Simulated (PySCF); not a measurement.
C2H7F5Ge3.
Numbering: `[F:1][C:2]([F:3])([F:4])[C:5]([F:6])([F:7])[GeH2:8][GeH2:9][GeH3:10]` (hydrogens: H11, H12 on Ge8; H13, H14 on Ge9; H15, H16, H17 on Ge10)

Level of theory: PBE0-D3(BJ)/def2-SVP geometry optimisation, gas phase (PySCF).

Entries marked ? are missing. Bonds in one row agree within 0.01 Å.

```csv
coordinate,value
"F1–C2, C2–F3",?
C2–F4,?
C2–C5,1.532 Å
"C5–F6, C5–F7",1.355 Å
C5–Ge8,?
Ge8–Ge9,?
Ge9–Ge10,?
"Ge8–H11, Ge8–H12",1.537 Å
"Ge9–H13, Ge9–H14",1.540 Å
"Ge10–H15, Ge10–H16, Ge10–H17",1.538 Å
F1–C2–F3,?
F1–C2–F4,?
F1–C2–C5,?
F3–C2–C5,?
C2–C5–F6,106.8°
C2–C5–Ge8,115.8°
F6–C5–F7,?
F6–C5–Ge8,109.0°
C5–Ge8–Ge9,108.4°
Ge8–Ge9–Ge10,109.2°
```

Q: Fill in the missing values.

A: 
- F1–C2, C2–F3 = 1.326 Å, drawn single (fluorine of a CF3 group to CF3 carbon); equal to the sum of covalent radii, 1.33 Å.
- C2–F4 = 1.335 Å, drawn single (CF3 carbon to fluorine of a CF3 group); 0.01 Å above the sum of covalent radii, 1.33 Å.
- C5–Ge8 = 2.013 Å, drawn single (ends: CF2 carbon; germanium bonded to C, Ge and 2 H); 0.05 Å above the sum of covalent radii, 1.96 Å.
- Ge8–Ge9 = 2.421 Å, drawn single (ends: germanium bonded to C, Ge and 2 H; germanium bonded to 2 Ge and 2 H); 0.02 Å above the sum of covalent radii, 2.40 Å.
- Ge9–Ge10 = 2.423 Å, drawn single (ends: germanium bonded to 2 Ge and 2 H; germanium bonded to Ge and 3 H); 0.02 Å above the sum of covalent radii, 2.40 Å.
- F1–C2–F3 = 108.9°, at the CF3 carbon; the outer atoms are 2.158 Å apart.
- F1–C2–F4 = 108.2°, at the CF3 carbon; the outer atoms are 2.158 Å apart.
- F1–C2–C5 = 110.0°, at the CF3 carbon; the outer atoms are 2.348 Å apart.
- F3–C2–C5 = 111.6°, at the CF3 carbon; the outer atoms are 2.364 Å apart.
- F6–C5–F7 = 107.7°, at the CF2 carbon; the outer atoms are 2.187 Å apart.

Radii are Cordero's, carbon taken as 0.76, 0.73 or 0.69 Å for four, three, and two or fewer neighbours.

Whether it is a minimum is left open (no frequencies). The numbers are those of one conformer (C2–C5–Ge8–Ge9 63°, C5–Ge8–Ge9–Ge10 41°).
